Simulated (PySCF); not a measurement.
**Basis-set dependence of TiF at PBE0**

PySCF, UKS reference; quartet, unpaired electrons σ ↑, δ ↑↑; De to Ti (3d2 4s2) + F without counterpoise correction.

```tsv
basis	relativity	functions	Re (Å)	ωe (cm⁻¹)	De (eV)	μ (D)
def2-TZVP	no relativity	76	1.771	717	n/a	-3.51
x2c-TZVPPall	spin-free X2C	95	1.770	714	n/a	-3.07
def2-TZVPPD	no relativity	107	1.774	707	n/a	-3.11
```

(1) How does each smaller set differ from the one with most functions, def2-TZVPPD?

A positive dipole means Ti(−)F(+). De is left out where the level can put another filling of the metal’s s and d shells below the measured ground configuration, by anything from nothing to about 1 eV. The state is the lowest single determinant that the PBE0 search found; with open d or f shells the true ground state can be another one.

## Answers

(1) def2-TZVP: -0.3 pm, +1.4 % in ωe; x2c-TZVPPall: -0.4 pm, +1.0 % in ωe. All at PBE0; the set with most functions is neither the basis-set limit nor always the best. The rows treat relativity differently, so the differences are not basis effects alone.
